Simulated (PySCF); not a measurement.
Shieldings and the share of exact exchange

Molecule: `InChI=1S/C3H9BO/c1-3-5-4-2/h4H,3H2,1-2H3`.

Cartesian coordinates in Å; atom numbers follow the order of the lines, from 1:
```xyz
14

C    -2.142    1.315   -0.024
B    -1.114    0.317    0.607
O    -0.155   -0.231   -0.163
C     0.827   -1.113    0.338
C     2.195   -0.472    0.294
H    -3.175    1.043    0.245
H    -2.057    1.388   -1.118
H    -1.979    2.320    0.405
H    -1.145    0.024    1.792
H     0.569   -1.416    1.368
H     0.808   -2.018   -0.292
H     2.963   -1.179    0.644
H     2.449   -0.166   -0.732
H     2.231    0.420    0.937
```

GIAO shieldings (ppm, equivalent atoms averaged) in PySCF on the PBE0-D3(BJ)/def2-SVP geometry, basis pcSseg-1, gas phase, non-relativistic:

| functional | exact exchange (%) | σ(C4) | σ(B2) | σ(O3) |
| --- | --- | --- | --- | --- |
| BLYP | 0 | 99.7 | 43.9 | 84.8 |
| BP86 | 0 | 105.0 | 47.1 | 90.1 |
| PBE | 0 | 105.4 | 46.2 | 86.5 |
| B3LYP | 20 | 106.2 | 47.6 | 102.1 |
| mPW1PW91 | 25 | 112.1 | 51.1 | 109.9 |
| BHandHLYP | 50 | 114.6 | 53.4 | 125.9 |
| HF | 100 | 127.5 | 65.1 | 163.5 |

Question: Fit each shielding as a line in the percentage of exact exchange.

Answer: σ(C4) = 103.4 + 0.24 x (rms 2.1 ppm); σ(B2) = 45.3 + 0.19 x (rms 1.3 ppm); σ(O3) = 87.7 + 0.76 x (rms 1.9 ppm). The functionals also differ in their semilocal parts, which the line can't hold; Hartree–Fock has no correlation at all.

Question: What does the line predict for PBE0 (25 %), and what does the run give?

Answer: σ(C4): 109.4 predicted, 112.9 computed; σ(B2): 50.0 predicted, 50.9 computed; σ(O3): 106.7 predicted, 108.3 computed ppm.
